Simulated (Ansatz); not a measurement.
`C[SiH2]SSC` + `CC[SeH]` → `CC[Se][SiH2]C` + `CSS`  (ligand exchange at the Si–S bond)

Calculated with Ansatz (gas phase, PBE0-D4/def2-TZVP geometries, no zero-point term in ΔE). CBS: MP2 limit from def2 TZ/QZ plus the TZ coupled-cluster correction, frozen cores. Functionals use def2-TZVPP. B3LYP here is the variant with VWN-RPA as its local correlation; programs differ in this. For Se outer-core shells are correlated without core-valence functions, which leaves a few kJ/mol of doubt a bond. Scalar relativity is left out up to krypton. One conformer a species, not always the lowest.

(1) Is it downhill or uphill in electronic energy at CCSD(T)/CBS, and by how much? (An estimate is asked.)

(2) What do these levels give: PBE-D4, r2SCAN-D4, PBE0-D4, B3LYP-D4, B2PLYP, r2SCAN, PBE0, SCS-MP2/def2-TZVPP, MP2/def2-QZVPP, SCS-MP2/def2-QZVPP, HF/CBS(def2), MP2/CBS(def2)? (An estimate is asked.)

Largest T1 diagnostic among the species: 0.011.

Answers

(1) The calculation gave: Nearly level: ΔE = +1.4 kJ/mol.

(2) Ansatz gave: PBE-D4 2.9, r2SCAN-D4 2.5, PBE0-D4 1.9, B3LYP-D4 3.2, B2PLYP 2.2, r2SCAN 2.2, PBE0 0.7, SCS-MP2/def2-TZVPP 2.4, MP2/def2-QZVPP 2.1, SCS-MP2/def2-QZVPP 2.0, HF/CBS(def2) -1.0, MP2/CBS(def2) 1.6 kJ/mol.

In def2-TZVPP, CCSD(T) changes the Hartree–Fock value by +3.5 kJ/mol (the triples alone add +1.2 kJ/mol) and MP2 by +3.8 kJ/mol.
